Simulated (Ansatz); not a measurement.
Question: Name a neutral molecule of Br, In, N and H with LUMO energy (PBE0/def2-TZVPP) between -1.55 and -1.25 eV and HOMO energy (ωB97M-V/def2-TZVPP) between -9.85 and -9.55 eV (Ansatz, PBE0-D4/def2-TZVP geometry).

Answer: `[NH2][InH][Br]` (-1.27 eV, -9.79 eV); `[NH2][In]([NH2])[Br]` (-1.40 eV, -9.67 eV). Other molecules can fit too; these were computed, each in one conformer that needn't be the lowest.
